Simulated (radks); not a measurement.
Cd4+, configuration [Kr] 4d8 (the NIST ground configuration). Method: Dirac Kohn-Sham, exchange-only B88, spin-unpolarised, spherical densities, finite nucleus; open shells fill j = l - 1/2 first; Fermi nuclear charge, rms radius 4.6087 fm; computed with a radial shooting solver on a logarithmic mesh with Libxc functionals.

Normalised radial functions P(r) = r R(r) (large component), r in bohr:

| r | 4s1/2 | 5p1/2 |
|---|---|---|
| 0.001208 | 0.0588 | 0.0010 |
| 0.001598 | 0.0749 | 0.0014 |
| 0.002114 | 0.0948 | 0.0021 |
| 0.00282 | 0.1197 | 0.0032 |
| 0.003731 | 0.1483 | 0.0048 |
| 0.004936 | 0.1807 | 0.0074 |
| 0.006531 | 0.2151 | 0.0114 |
| 0.008711 | 0.2489 | 0.0178 |
| 0.01153 | 0.2735 | 0.0273 |
| 0.01525 | 0.2795 | 0.0412 |
| 0.02034 | 0.2516 | 0.0616 |
| 0.02691 | 0.1758 | 0.0877 |
| 0.03561 | 0.0416 | 0.1184 |
| 0.0475 | -0.1491 | 0.1484 |
| 0.06284 | -0.3426 | 0.1630 |
| 0.08315 | -0.4579 | 0.1440 |
| 0.11 | -0.3871 | 0.0730 |
| 0.1467 | -0.0615 | -0.0535 |
| 0.1942 | 0.3957 | -0.1865 |
| 0.2569 | 0.6952 | -0.2444 |
| 0.3426 | 0.5055 | -0.1423 |
| 0.4533 | -0.1814 | 0.1020 |
| 0.5998 | -0.9438 | 0.3381 |
| 0.8 | -1.2577 | 0.3573 |
| 1.059 | -0.9851 | 0.0744 |
| 1.401 | -0.5019 | -0.3635 |
| 1.853 | -0.1630 | -0.6953 |
| 2.472 | -0.0293 | -0.7238 |
| 3.27 | -0.0028 | -0.4810 |
| 4.327 | -0.0001 | -0.1984 |
| 5.771 | 0.0000 | -0.0434 |
| 7.636 | 0.0000 | -0.0046 |

4s1/2: eigenvalue -157.88 eV, 3 radial nodes at r = 0.0381, 0.153, 0.426 bohr, <r> = 0.871 bohr, 90 % of the charge inside 1.26 bohr. 5p1/2 (empty): eigenvalue -34.752 eV, 3 radial nodes at r = 0.131, 0.408, 1.11 bohr, <r> = 2.41 bohr, 90 % of the charge inside 3.46 bohr.
